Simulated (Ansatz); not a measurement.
C2H4OSi (`OC#C[SiH3]`). The species carries charge 0 and has multiplicity 1.

```tsv
atom	x (Å)	y (Å)	z (Å)
O1	1.293	-0.234	2.446
C2	0.692	-0.119	1.304
C3	0.156	0.056	0.236
Si4	-0.653	0.305	-1.362
H5	1.161	-1.117	2.812
H6	0.356	0.577	-2.418
H7	-1.412	-0.919	-1.726
H8	-1.593	1.452	-1.292
```

(1) What are the harmonic wavenumbers in cm⁻¹ at PBE0-D4/def2-TZVP (Ansatz, finite differences of forces, unscaled)? (Estimate.)

(2) Is this a minimum?

(3) Give the ideal-gas thermochemistry at 298.15 K and 1 bar (rigid rotor, harmonic oscillator; point group Cs, symmetry number 1).

Results:

(1) Ansatz gave: 29, 133, 149, 426, 478, 538, 681, 684, 934, 942, 949, 1210, 1270, 2231, 2231, 2232, 2337, 3799.

(2) Yes, all 18 modes are real.

(3) Zero-point energy 127.1 kJ/mol; H(298) − E = 145.8 kJ/mol; entropy 325.5 J/(mol·K), of which translation 162.2, rotation 101.9, vibration 61.5; G(298) − E = 48.7 kJ/mol. Modes under 100 cm⁻¹ are hindered rotations or soft bends, so the harmonic entropy is rough.
